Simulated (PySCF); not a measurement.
Isomers of C4H8Si2, mass 112.016 u with the commonest isotopes. Computed with PBE0-D3(BJ)/def2-SVP geometry optimisation, gas phase (PySCF 2.14.0). One conformer each, none proved a minimum here; rigid rotors.

Question: Order these by rotational constant C, largest first.
A. `[CH2:1]=[CH:2][SiH2:3][C:4]#[C:5][SiH3:6]` with C1–C2–Si3–C4 -124°
B. `C1=C[SiH2]C=C[SiH2]1`
C. `[SiH3]C1=CC=C[SiH2]1`

Answer: B (1387 MHz), C (1218 MHz), A (667.8 MHz).

Question: Order these by rotational constant B, largest first.
A. `[CH2:1]=[CH:2][SiH2:3][C:4]#[C:5][SiH3:6]` with C1–C2–Si3–C4 -124°
B. `[SiH3]C1=CC=C[SiH2]1`
C. `C1=C[SiH2]C=C[SiH2]1`

Answer: C (2182 MHz), B (1586 MHz), A (711.7 MHz).

Question: Order these by radius of gyration √(Σ m r²/M), smallest first.
A. `[SiH3]C1=CC=C[SiH2]1`
B. `C1=C[SiH2]C=C[SiH2]1`
C. `[CH2:1]=[CH:2][SiH2:3][C:4]#[C:5][SiH3:6]` with C1–C2–Si3–C4 -124°

Answer: B (1.818 Å), A (1.938 Å), C (2.622 Å).

| SMILES | point group | Ia (u·Å²) | Ib (u·Å²) | Ic (u·Å²) | κ | μa (D) | μb (D) | μc (D) |
| --- | --- | --- | --- | --- | --- | --- | --- | --- |
| C=C[SiH2]C#C[SiH3] | C1 | 72.98 | 710.09 | 756.79 | -0.99 | 0.66 | 0.61 | 0.06 |
| C1=C[SiH2]C=C[SiH2]1 | near D2h | 144.49 | 231.60 | 364.39 | -0.25 | 0.00 | 0.00 | 0.05 |
| [SiH3]C1=CC=C[SiH2]1 | Cs | 107.95 | 318.65 | 414.83 | -0.79 | 1.05 | 0.63 | 0.00 |
